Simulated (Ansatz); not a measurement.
SnH₇OF, closed shell: at the end structure of a reaction step.

in.yaml

```yaml
crystal:
  periodic: [false, false, false]
  atoms:
    - {symbol: Sn, position_ang: [-0.714943, 1.458350, 0.552505]}
    - {symbol: H, position_ang: [0.164015, -2.425871, -2.253394]}
    - {symbol: H, position_ang: [-1.072927, 0.701978, -0.925588]}
    - {symbol: H, position_ang: [-2.045057, 2.359640, 1.134108]}
    - {symbol: H, position_ang: [0.743645, 2.314438, 0.643486]}
    - {symbol: H, position_ang: [0.939620, -0.815585, 1.080263]}
    - {symbol: F, position_ang: [-0.633799, 0.046012, 1.893977]}
    - {symbol: H, position_ang: [-0.126423, -1.758550, -2.084118]}
    - {symbol: O, position_ang: [1.429930, -0.573018, 0.283313]}
    - {symbol: H, position_ang: [1.315937, -1.307296, -0.324454]}
basis:
  gaussian: {orbitals: def2-TZVPP}
hamiltonian: {xc: pbe0, dispersion: d4}
output: {orbitals: {seedname: orbitals}}
```

Command:

```bash
ansatz run in.yaml --threads 4 --pin off --events-out ev --progress --plain --max-ram 9574MiB
```

What Ansatz 0.2.0 printed:

```
Functional definition: PBE0
  name "PBE0"
  cite "Adamo & Barone, J. Chem. Phys. 110, 6158 (1999) doi:10.1063/1.478522"
  cite "Perdew, Burke & Ernzerhof, Phys. Rev. Lett. 77, 3865 (1996) doi:10.1103/PhysRevLett.77.3865"
  parent pbe
  parameter a = 0.25
  parameter kappa = 0.804
  parameter beta = 0.06672455060314922
  exchange = (1 - a)*pbe_x(kappa = kappa, mu = beta*pi^2/3) + a*exact_x
  correlation = pbe_c(beta = beta)
1181 factors; their error is unknown
mean field evaluation 1: about -10700.9548 eV, gradient 6.1e1 eV
mean field evaluation 2: about -10691.4073 eV, gradient 9.8e1 eV
mean field evaluation 4: about -10706.4865 eV, gradient 5.3e0 eV
mean field evaluation 8: about -10706.5252 eV, gradient 2.2e-2 eV
mean field evaluation 16: about -10706.6137 eV, gradient 6.3e-5 eV
mean field -10706.61370059 eV, -393.4607962931 hartree, gradient 6.3e-5 eV, S^2 0.000000; 0 other end points of the search recorded, 0 dependent functions left out
reference -10706.61373737 eV, -393.4607976448 hartree; 23, 23 occupied and 187, 187 virtual orbitals, 1181 factors
Total energy: -10706.72227340 eV, -393.4647862706 hartree
```

The lines “mean field evaluation” count trial sets of orbitals through the whole run, from several starts and some on an approximate energy, so they need not fall steadily or lie above the final value.

Hardware: 4 CPU threads of an Arm Neoverse V2, shared host. Wall time about 1.5 s.
